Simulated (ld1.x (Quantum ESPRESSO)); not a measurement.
**Plane-wave convergence, TM potential for osmium**

| Item | Value |
| --- | --- |
| Element | osmium (Os) |
| Generator | ld1.x (Quantum ESPRESSO) 7.5 |
| Type | norm-conserving Troullier–Martins (Kleinman–Bylander form) |
| Functional | revPBE |
| Relativity | scalar-relativistic |
| Frozen core | [Kr] 4d10 4f14 5s2 |
| Valence charge | 14 |
| Reference configuration | 5p6 5d6 6s2 6p0 |
| Partial waves | 6s (bound): rc 1.80 bohr; 5d (bound): rc 1.70 bohr; 5p (bound): rc 1.10 bohr |
| Local potential | the p channel |
| Core correction | none |

The pseudo-atom Hamiltonian at the reference potential is diagonalised in spherical Bessel functions j_l(qr) that vanish at 20 bohr, with q² up to the cutoff. All-electron valence levels (Ry): 6s -0.4466, 5d -0.4559, 5p -3.7326, 6p -0.0905.

Problem. How do the lowest levels (Ry) of each channel move with the cutoff, and are there ghosts?

Solution.

```tsv
cutoff (Ry)	s #1	d #1	p #1	p #2	f #1	Σ f·Δε (mRy)
8	-0.3863	-0.0441	-2.7661	-0.0450	0.1099	8390.2
15	-0.4042	-0.2836	-3.5065	-0.0796	0.1099	2475.0
21	-0.4406	-0.4107	-3.5401	-0.0832	0.1099	1438.5
30	-0.4452	-0.4503	-3.5725	-0.0840	0.1099	997.3
45	-0.4454	-0.4557	-3.6854	-0.0888	0.1099	286.8
60	-0.4457	-0.4558	-3.7221	-0.0909	0.1099	65.1
80	-0.4461	-0.4559	-3.7266	-0.0912	0.1099	36.8
100	-0.4463	-0.4559	-3.7290	-0.0913	0.1099	22.4
140	-0.4465	-0.4559	-3.7323	-0.0914	0.1099	1.9
200	-0.4465	-0.4559	-3.7326	-0.0915	0.1099	0.6
260	-0.4465	-0.4559	-3.7326	-0.0915	0.1099	0.1
400	-0.4465	-0.4559	-3.7327	-0.0915	0.1099	0.0
```

Result: ghost state, extra bound levels that the all-electron valence spectrum of the same l lacks: s at -5.4 eV (a true bound ghost makes a file unfit for plane-wave use); 10 mRy is reached at 120 Ry and 1 mRy at 200 Ry.

1 of 7 tests not solved or not reliable.
